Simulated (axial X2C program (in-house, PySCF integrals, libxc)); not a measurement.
# ZrO⁺: nuclear properties from DFT to coupled cluster

Computed with an axial X2C code built on PySCF integrals: two-component X2C with atomic mean-field Coulomb and Gaunt terms, Gaussian nuclei, basis Zr dyall-acv3z, O dyall-av3z with contracted cores.

R = 1.674 Å (near the PBE0 minimum at charge 1 of the determinant lowest at the starting distance; the state shown can have its own minimum elsewhere); state Ω = 3/2 (⟨Sz⟩ = -0.50, ⟨Lz⟩ = 2.00 at PBE0).

| level | Eeff magnitude (GV/cm) | Ws magnitude Zr (kHz) | A∥/gI Zr (MHz) | qzz Zr (a.u.) | A∥/gI O (MHz) |
| --- | --- | --- | --- | --- | --- |
| PBE0 | 0.474 | 0.139 | 571 | -0.81 | 3.14 |
| HF | 0.89 | 0.259 | 631 | 0.03 | 8.63 |
| B3LYP | 0.391 | 0.114 | 531 | -0.98 | 3.07 |

Eeff is the effective electric field on the electron electric dipole moment in this Ω state and Ws the scalar–pseudoscalar constant of the nucleus named (defined with the proton number Z and per Ω); A∥ (defined per Ω) follows by multiplying with gI = μI/(I μN); qzz is the electric field gradient, eQq0 = 234.96 MHz × Q/barn × qzz. The operators were transformed with the bare-nucleus X2C matrices; with these basis sets, hyperfine constants and field gradients can be off by tens of per cent, and where levels differ in sign neither size nor sign is settled.

Finite-field MP2, CCSD and CCSD(T), with 17 electrons correlated in 130 natural virtual spinors (MP2 remainder added):

| level | Eeff magnitude (GV/cm) | Ws magnitude Zr (kHz) | A∥/gI Zr (MHz) | qzz Zr (a.u.) | A∥/gI O (MHz) |
| --- | --- | --- | --- | --- | --- |
| MP2 | 0.054 | 0.0182 | 517 | -0.76 | -13.2 |
| CCSD | 0.48 | 0.139 | 556 | -0.42 | 1.71 |
| CCSD(T) | 0.369 | 0.106 | 538 | -0.63 | 1.22 |

T1 = 0.023 (Lee–Taylor). One unrestricted determinant, the lowest of a limited PBE0 search, is the reference; the functionals treat spin collinearly. Eeff spreads by more than a factor of two over the levels. Correlation of the inner shells is missing, which matters for properties at the nucleus. Number of frozen shells: Zr 3 s, 2 p, 1 d; O 1 s.

(1) By how much does correlation change each value, CCSD(T) against HF?

## Answers

(1) Eeff magnitude -59 %; Ws magnitude Zr -59 %; A∥/gI Zr -15 %; qzz Zr from 0.03 to -0.63, a change of sign; A∥/gI O -86 %.
